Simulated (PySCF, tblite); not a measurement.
Compound: C5H10B (doublet state).
SMILES: `B1[CH]CCCC1`

Jobs on this species (16 atoms, 45 electrons) with PySCF (density fitting) and tblite. Hardware of each: one thread of an AMD EPYC, shared host. Other jobs ran on the host; a repeat could differ by tens of per cent or more.

```json
{"level and settings": "UKS B3LYP, pcH-1 on B C H, non-relativistic, mean-field spin-orbit, GIAO", "work": "unrestricted SCF, g, hyperfine, density and orbital grids written", "basis functions": "250", "SCF cycles": "?", "wall time": "?"}
{"level and settings": "GFN2-xTB", "work": "L-BFGS relaxation", "basis functions": "–", "SCF cycles": "–", "wall time": "0.7 s"}
{"level and settings": "GFN2-xTB", "work": "Hessian by finite differences", "basis functions": "–", "SCF cycles": "–", "wall time": "0.9 s"}
```

Question: Fill in the missing figures.

Answer: 
- UKS B3LYP, pcH-1 on B C H, non-relativistic, mean-field spin-orbit, GIAO; unrestricted SCF, g, hyperfine, density and orbital grids written: 89 s, 11 SCF cycles

Question: What do all jobs in the table cost together?

Answer: About 91 s; the longest takes about 98 % of that, and about 130 times as long as the shortest.
